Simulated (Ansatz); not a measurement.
Calculated with Ansatz (gas phase, PBE0-D4/def2-TZVP geometries, no zero-point term in ΔE). CCSD(T)/CBS is the MP2 limit (def2-TZVPP, def2-QZVPP) plus CCSD(T) − MP2 in def2-TZVPP, frozen cores. This one scheme is used for every species. Functionals use def2-TZVPP. HSE06 is defined as in plane-wave codes. Elements past krypton have def2 core potentials. For Sn outer-core shells are correlated without core-valence functions, which leaves a few kJ/mol of doubt a bond. One conformer a species, not always the lowest.

`C[O][Sn]([OH])([F])[Cl]` + H₂ → `C[O][SnH]([F])[Cl]` + H₂O  (hydrogenolysis of the Sn–O bond)

`C[O][Sn]([OH])([F])[Cl]`:

```xyz
10

C     0.290    0.902    1.509
O    -0.153   -0.390    1.126
Sn   -0.118   -0.930   -0.720
O    -1.365    0.131   -1.748
F    -0.671   -2.741   -0.726
Cl    1.982   -0.834   -1.655
H    -0.324    1.694    1.067
H     1.338    1.074    1.243
H     0.198    0.959    2.596
H    -1.177    0.134   -2.691
```

H₂:

Cartesian coordinates in Å:
```
H 0.288 -0.237 -0.006
H -0.288 0.237 0.006
```

`C[O][SnH]([F])[Cl]`:

Z-matrix (Å, degrees):
```
C
O 1 1.416
H 1 1.096 2 112.1
H 1 1.092 2 107.3 3 -118.8
H 1 1.095 2 111.8 3 122.4
Sn 2 1.931 1 121.3 3 -56.3
Cl 6 2.305 2 108.8 1 50.1
F 6 1.910 2 106.4 1 -61.6
H 6 1.686 2 111.9 1 178.0
```

H₂O:

Cartesian coordinates in Å:
```
O 0.332 0.167 -0.114
H -0.249 0.447 0.597
H -0.083 -0.615 -0.483
```

Q: Is it downhill or uphill in electronic energy at CCSD(T)/CBS, and by how much? (An estimate is asked.)

A: Ansatz gave: Downhill: ΔE = -1.4 kcal/mol.

Q: What do these levels give: r2SCANh-D4, BHLYP-D4, HSE06, MP2/def2-SVP, HF/def2-QZVPP, MP2/def2-QZVPP? (Best estimate.)

A: The calculation gave: r2SCANh-D4 -1.6, BHLYP-D4 -3.3, HSE06 -4.1, MP2/def2-SVP -1.2, HF/def2-QZVPP -5.0, MP2/def2-QZVPP -0.3 kcal/mol.

Largest T1 diagnostic among the species: 0.014.

Leaving LDA and LC-ωPBE aside and taking each functional with its dispersion term where it has one, the values, not all of them listed here, spread over 3.5 kcal/mol, from PBE0-D4 to BLYP-D4. LDA lies −1.9 kcal/mol from PBE without D4. From r2SCAN to r2SCAN0 (25 % exact exchange), in def2-TZVPP and without D4, ΔE moves by −2.1 kcal/mol. At CCSD(T), def2-SVP lies −1.9 kcal/mol from the extrapolated value and def2-TZVPP −0.5 kcal/mol.
